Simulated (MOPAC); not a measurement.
MOPAC input (PM7):

```
PM7 FORCE THERMO(298,298) PRECISE LET GEO-OK AUX(PRECISION=9) THREADS=1
H2Br2Ge

Br   -1.82639602 1    0.57816725 1   -0.02310766 1
Ge   -0.04792798 1   -0.96034530 1    0.03452889 1
Br    1.87490385 1    0.39377332 1   -0.01183882 1
H    -0.08528907 1   -1.62893420 1    1.36110004 1
H    -0.08203636 1   -1.72264018 1   -1.24059483 1
```

Output:

```
 *******************************************************************************
 **                                                                           **
 **                              MOPAC v23.2.5                                **
 **                                                                           **
 *******************************************************************************
 ** MOPAC's Digital Object Identifier: https://doi.org/10.5281/zenodo.6511958 **
 **                                                                           **
 ** Please cite the open-source release paper for use of this MOPAC version:  **
 ** J. E. Moussa and J. J. P. Stewart (2026)                                  **
 ** MOPAC: An open-source semiempirical molecular orbital program             **
 ** J. Open Source Softw., 11(119), 8025, https://doi.org/10.21105/joss.08025 **
 *******************************************************************************

                              PM7 CALCULATION RESULTS

 *******************************************************************************
 *  PM7        - The PM7 Hamiltonian to be used
 *  GEO-OK     - OVERRIDE INTERATOMIC DISTANCE AND OTHER SAFETY CHECKS
 *  LET        - OVERRIDE SOME SAFETY CHECKS
 *  PRECISE    - TIGHTER CRITERIA TO BE USED
 *  FORCE      - FORCE CALCULATION SPECIFIED
 *  AUX        - OUTPUT AUXILIARY INFORMATION
 *  THERMO     - THERMODYNAMIC QUANTITIES TO BE CALCULATED
 *******************************************************************************
PM7 FORCE THERMO(298,298) PRECISE LET GEO-OK AUX(PRECISION=9) THREADS=1
 H2Br2Ge

   ATOM   CHEMICAL          X               Y               Z
  NUMBER   SYMBOL      (ANGSTROMS)     (ANGSTROMS)     (ANGSTROMS)

     1      Br         -1.82639602  *   0.57816725  *  -0.02310766  *
     2      Ge         -0.04792798  *  -0.96034530  *   0.03452889  *
     3      Br          1.87490385  *   0.39377332  *  -0.01183882  *
     4       H         -0.08528907  *  -1.62893420  *   1.36110004  *
     5       H         -0.08203636  *  -1.72264018  *  -1.24059483  *

          CARTESIAN COORDINATES

    NO.       ATOM           X           Y           Z

     1        Br         -1.8264      0.5782     -0.0231
     2        Ge         -0.0479     -0.9603      0.0345
     3        Br          1.8749      0.3938     -0.0118
     4         H         -0.0853     -1.6289      1.3611
     5         H         -0.0820     -1.7226     -1.2406

 General Reference for PM7:
 "Optimization of Parameters for Semiempirical Methods VI: More Modifications to the
 NDDO Approximations and Re-optimization of Parameters", J. J. P. Stewart, J. Mol. Mod., 1:32, 19 (2013)
 https://link.springer.com/article/10.1007/s00894-012-1667-x

           Empirical Formula: H2 Br2 Ge  =     5 atoms

      MOLECULAR POINT GROUP   :   C2v

      RHF CALCULATION, NO. OF DOUBLY OCCUPIED LEVELS = 10

          HEAT OF FORMATION =     -17.175714 KCALS/MOLE

          CARTESIAN COORDINATE DERIVATIVES
[...]
 TRANSITION DIPOLE   0.1064         Ge2 -- H 5         +48.7% ( 98.3%)      7.4%
 TRAVEL (Ang.)       0.4674         Ge2 -- Br3          +1.3% ( 16.0%)      0.0%
 REDUCED MASS        0.6991         Br1 -- Ge2          +1.3% ( 16.0%)      0.0%
 EFFECTIVE MASS      3.5744
 FORCE CONSTANT      0.0803

 VIBRATION          5    1A2         ATOM PAIR     ENERGY CONTRIBUTION    RADIAL
 FREQUENCY           588.78         Ge2 -- H 4         +50.0% ( 76.1%)      0.0%
 TRANSITION DIPOLE   0.0000         Ge2 -- H 5         +50.0% ( 76.1%)      0.0%
 TRAVEL (Ang.)       0.4789
 REDUCED MASS        0.4993
 EFFECTIVE MASS      1.1087
 FORCE CONSTANT      0.1020

 VIBRATION          6    2B2         ATOM PAIR     ENERGY CONTRIBUTION    RADIAL
 FREQUENCY           686.58         Ge2 -- H 5         +49.9% ( 65.2%)      0.0%
 TRANSITION DIPOLE   0.2533         Ge2 -- H 4         +49.9% ( 65.2%)      0.0%
 TRAVEL (Ang.)       0.4454
 REDUCED MASS        0.4951
 EFFECTIVE MASS      1.3242
 FORCE CONSTANT      0.1375

 VIBRATION          7    3A1         ATOM PAIR     ENERGY CONTRIBUTION    RADIAL
 FREQUENCY           752.70         Ge2 -- H 5         +49.9% ( 58.5%)      0.6%
 TRANSITION DIPOLE   0.0686         Ge2 -- H 4         +49.9% ( 58.5%)      0.6%
 TRAVEL (Ang.)       0.4249
 REDUCED MASS        0.4963
 EFFECTIVE MASS      1.1992
 FORCE CONSTANT      0.1657

 VIBRATION          8    2B1         ATOM PAIR     ENERGY CONTRIBUTION    RADIAL
 FREQUENCY          2008.95         Ge2 -- H 4         +50.0% ( 74.3%)     99.9%
 TRANSITION DIPOLE   0.9894         Ge2 -- H 5         +50.0% ( 74.3%)     99.9%
 TRAVEL (Ang.)       0.2569
 REDUCED MASS        0.5085
 EFFECTIVE MASS      1.2913
 FORCE CONSTANT      1.2093

 VIBRATION          9    4A1         ATOM PAIR     ENERGY CONTRIBUTION    RADIAL
 FREQUENCY          2208.59         Ge2 -- H 5         +50.0% ( 67.3%)     99.9%
 TRANSITION DIPOLE   0.6367         Ge2 -- H 4         +50.0% ( 67.3%)     99.9%
 TRAVEL (Ang.)       0.2469
 REDUCED MASS        0.5010
 EFFECTIVE MASS      1.0700
 FORCE CONSTANT      1.4399

      SYMMETRY NUMBER FOR POINT-GROUP C2v =  2

          SYSTEM IS A GROUND STATE

 H2Br2Ge

          MOLECULE IS NOT LINEAR

          THERE ARE  9 GENUINE VIBRATIONS IN THIS SYSTEM
          THIS THERMODYNAMICS CALCULATION IS LIMITED TO
          MOLECULES WHICH HAVE NO INTERNAL ROTATIONS

                    CALCULATED THERMODYNAMIC PROPERTIES
                                          *
   TEMP. (K)   PARTITION FUNCTION   H.O.F.    ENTHALPY  HEAT CAPACITY ENTROPY
                                   KCAL/MOL   CAL/MOLE    CAL/K/MOL  CAL/K/MOL

 298.00  VIB.     0.6731D+01                  1438.3790     9.4078     8.6158
         ROT.     0.2460D+06                   888.2803     2.9808    27.6479
         INT.     0.1656D+07                  2326.6593    12.3887    36.2638
         TRA.     0.3470D+28                  1480.4672     4.9680    42.2552
         TOT.                      -17.176    3807.1265    17.3567    78.5189

   *: NOTE: HEATS OF FORMATION ARE RELATIVE TO THE
            ELEMENTS IN THEIR STANDARD STATE AT 298K
              (=  Standard Enthalpy of Formation).

            Hvib:  Zero-point energy is not included.
                   frequencies of less than zero cm-1 are not included.
            Hrot = (3/2)RT
            Htra = (3/2)RT + pV = (5/2)RT

            Heat capacity is Cp, not Cv

          For more information, see: HTTP://OpenMOPAC.net/Manual/thermochemistry.html

           FORCE CONSTANT IN CARTESIAN COORDINATES (Millidynes/A)

    ATOM   CHEMICAL       X               Y               Z
   NUMBER   SYMBOL  FORCE CONSTANT  FORCE CONSTANT  FORCE CONSTANT

      1      Br        2.084635        0.118453        0.110720
      2      Ge        2.235311        2.337142        3.506753
      3      Br        0.239833        1.963256        0.110720
      4       H        0.446239        0.577422        2.056238
      5       H        0.446239        0.577422        2.056238

 **********************
 *                    *
 * JOB ENDED NORMALLY *
 *                    *
 **********************

 == MOPAC DONE ==
```
